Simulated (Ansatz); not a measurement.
`O[B](F)[AlH][F]`. Total charge 0; spin multiplicity 1. The geometry is a stationary point of PBE0-D4/def2-TZVP. It is one conformer, not always the lowest.

```xyz
7

O    -0.725    0.695    1.544
B     0.368    0.277    0.870
F     1.517    0.362    1.536
Al    0.273   -0.476   -1.145
F    -1.286   -0.466   -1.717
H    -1.538    0.621    1.037
H     1.390   -1.013   -2.125
```

(1) What is the dipole moment at ωB97M-V/def2-TZVPP? (Estimate.)

(2) And with PBE, r2SCAN, B3LYP? (An estimate is asked.)

(3) Give the Mulliken charges with ωB97M-V, r2SCAN, B3LYP in def2-TZVPP. (An estimate is asked.)

## Answers

(1) Computed: 0.78 D, with components (-0.44, -0.17, -0.63) D in this frame, pointing from negative to positive charge.

(2) The calculation gave: PBE 0.64 D, r2SCAN 0.70 D, B3LYP 0.74 D.

(3) Ansatz gave: 
```csv
atom,ωB97M-V,r2SCAN,B3LYP
O1,-0.21,-0.25,-0.22
B2,0.23,0.29,0.29
F3,-0.24,-0.27,-0.25
Al4,0.49,0.53,0.47
F5,-0.36,-0.37,-0.37
H6,0.21,0.23,0.21
H7,-0.11,-0.15,-0.13
```

B3LYP here is the variant with VWN-RPA as its local correlation; programs differ in this.
